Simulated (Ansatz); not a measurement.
Stepwise reaction of `[OH][GeH2][SiH](O)Cl` with hydrogen, as a gas-phase model of exchange steps in deposition or etching. ΔE in kJ/mol.

Calculated with Ansatz (gas phase, PBE0-D4/def2-TZVP geometries, no zero-point term in ΔE). CBS: MP2 limit from def2 TZ/QZ plus the TZ coupled-cluster correction, frozen cores. This one scheme is used for every species. Functionals use def2-TZVPP. B3LYP here is the variant with VWN-RPA as its local correlation; programs differ in this. For Ge outer-core shells are correlated without core-valence functions, which leaves a few kJ/mol of doubt a bond. Scalar relativity is left out up to krypton. Each species was taken in one conformer, which may not be the lowest.

```tsv
step	reaction	PBE-D4	B3LYP-D4	ωB97M-V	CCSD(T)/CBS
1	`[OH][GeH2][SiH](O)Cl` + H₂ → `O[SiH](Cl)[GeH3]` + H₂O	1.2	4.2	2.5	-1.6
```

Give the row of step 2, `O[SiH](Cl)[GeH3]` + H₂ → `Cl[SiH2][GeH3]` + H₂O. (An estimate is asked.)

Computed: 
```
step                                          reaction  PBE-D4  B3LYP-D4  ωB97M-V  CCSD(T)/CBS
   2  `O[SiH](Cl)[GeH3]` + H₂ → `Cl[SiH2][GeH3]` + H₂O    75.2      80.2     79.9         76.2
```

By hand: ΔE of the 2 steps together at CCSD(T)/CBS.

(-1.6) + (76.2) = 74.6 kJ/mol, or 37.3 kJ/mol a step.

In ΔE each step is higher than the one before. PBE-D4 differs from CCSD(T)/CBS by -1.0 to 2.8 kJ/mol a step. Isolated molecules leave out the surface, adducts and barriers. Largest T1 diagnostic: 0.012.
